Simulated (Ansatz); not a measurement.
Consider the redistribution: `O[SiH](F)S[SiH2]Cl` + `O[SiH2]C[SiH](O)O` → `O[SiH](O)C[SiH](O)F` + `O[SiH2]S[SiH2]Cl`.

Isolated molecules relaxed with PBE0-D4/def2-TZVP in Ansatz; ΔE leaves out vibrations. CBS: MP2 limit from def2 TZ/QZ plus the TZ coupled-cluster correction, frozen cores. Functionals use def2-TZVPP. B3LYP here is the variant with VWN-RPA as its local correlation; programs differ in this. Each species was taken in one conformer, which may not be the lowest.

`O[SiH](F)S[SiH2]Cl`:

Cartesian coordinates in Å:
```
O -2.267 -1.479 -0.637
Si -0.754 -0.894 -0.663
F -0.642 0.397 -1.592
S -0.208 -0.320 1.314
Si 1.299 1.121 0.886
Cl 2.791 0.326 -0.278
H -2.946 -0.997 -0.161
H 0.104 -1.938 -1.235
H 1.869 1.493 2.198
H 0.755 2.291 0.169
```

`O[SiH2]C[SiH](O)O`:

```xyz
14

O     1.552   -1.361    0.302
Si    0.030   -1.425    0.978
C    -0.662    0.284    0.813
Si   -0.523    1.037   -0.891
O    -0.027    2.583   -0.624
O     0.508    0.200   -1.853
H     2.117   -2.127    0.402
H     0.145   -1.864    2.397
H    -0.809   -2.423    0.259
H    -0.137    0.946    1.511
H    -1.715    0.270    1.116
H    -1.813    1.039   -1.623
H     0.134    3.128   -1.396
H     1.201   -0.287   -1.389
```

`O[SiH](O)C[SiH](O)F`:

```xyz
14

O    -2.017    0.097   -1.015
Si   -1.269    0.379    0.413
O    -0.955   -1.022    1.249
C     0.421    1.110    0.170
Si    1.566   -0.119   -0.620
O     1.762   -1.426    0.327
F     0.841   -0.532   -2.002
H    -1.471   -0.269   -1.717
H    -2.218    1.216    1.180
H    -1.705   -1.567    1.493
H     0.836    1.411    1.137
H     0.337    2.005   -0.455
H     2.905    0.380   -0.987
H     0.969   -1.662    0.828
```

`O[SiH2]S[SiH2]Cl`:

Z-matrix (Å, degrees):
```
Si
S 1 2.145
O 1 1.638 2 112.0
H 1 1.483 2 103.8 3 122.9
H 1 1.478 2 111.1 3 -117.2
Si 2 2.121 1 97.5 3 47.5
H 3 0.959 1 118.5 2 44.2
Cl 6 2.059 2 111.6 1 -83.8
H 6 1.479 2 110.9 1 35.8
H 6 1.477 2 107.5 1 158.9
```

```json
{"level": "PBE-D4", "ΔE (kJ/mol)": "-24.9", "difference from CCSD(T)/CBS": "-0.9"}
{"level": "r2SCAN-D4", "ΔE (kJ/mol)": "-24.9", "difference from CCSD(T)/CBS": "-0.9"}
{"level": "PBE0-D4", "ΔE (kJ/mol)": "-24.9", "difference from CCSD(T)/CBS": "-0.9"}
{"level": "B3LYP-D4", "ΔE (kJ/mol)": "-24.0", "difference from CCSD(T)/CBS": "0.0"}
{"level": "ωB97X-V", "ΔE (kJ/mol)": "-24.6", "difference from CCSD(T)/CBS": "-0.6"}
{"level": "ωB97M-V", "ΔE (kJ/mol)": "-25.5", "difference from CCSD(T)/CBS": "-1.5"}
{"level": "B2PLYP", "ΔE (kJ/mol)": "-22.6", "difference from CCSD(T)/CBS": "1.4"}
{"level": "PBE", "ΔE (kJ/mol)": "-23.1", "difference from CCSD(T)/CBS": "0.9"}
{"level": "r2SCAN", "ΔE (kJ/mol)": "-24.5", "difference from CCSD(T)/CBS": "-0.5"}
{"level": "PBE0", "ΔE (kJ/mol)": "-23.3", "difference from CCSD(T)/CBS": "0.7"}
{"level": "B3LYP", "ΔE (kJ/mol)": "-21.2", "difference from CCSD(T)/CBS": "2.8"}
{"level": "HF/def2-TZVPP", "ΔE (kJ/mol)": "-19.6", "difference from CCSD(T)/CBS": "4.4"}
{"level": "MP2/def2-TZVPP", "ΔE (kJ/mol)": "-24.4", "difference from CCSD(T)/CBS": "-0.4"}
{"level": "SCS-MP2/def2-TZVPP", "ΔE (kJ/mol)": "-23.0", "difference from CCSD(T)/CBS": "1.0"}
{"level": "CCSD/def2-TZVPP", "ΔE (kJ/mol)": "-23.3", "difference from CCSD(T)/CBS": "0.7"}
{"level": "CCSD(T)/def2-TZVPP", "ΔE (kJ/mol)": "-24.2", "difference from CCSD(T)/CBS": "-0.2"}
{"level": "HF/def2-QZVPP", "ΔE (kJ/mol)": "-18.9", "difference from CCSD(T)/CBS": "5.1"}
{"level": "MP2/def2-QZVPP", "ΔE (kJ/mol)": "-24.0", "difference from CCSD(T)/CBS": "0.0"}
{"level": "SCS-MP2/def2-QZVPP", "ΔE (kJ/mol)": "-22.6", "difference from CCSD(T)/CBS": "1.4"}
{"level": "HF/CBS(def2)", "ΔE (kJ/mol)": "-18.8", "difference from CCSD(T)/CBS": "5.2"}
{"level": "MP2/CBS(def2)", "ΔE (kJ/mol)": "-24.2", "difference from CCSD(T)/CBS": "-0.2"}
{"level": "CCSD/CBS(def2)", "ΔE (kJ/mol)": "-23.2", "difference from CCSD(T)/CBS": "0.8"}
{"level": "CCSD(T)/CBS", "ΔE (kJ/mol)": "-24.0", "difference from CCSD(T)/CBS": "0"}
```

Largest T1 diagnostic among the species: 0.012.

In def2-TZVPP, CCSD(T) changes the Hartree–Fock value by −4.6 kJ/mol (the triples alone add −0.9 kJ/mol) and MP2 by −4.8 kJ/mol.
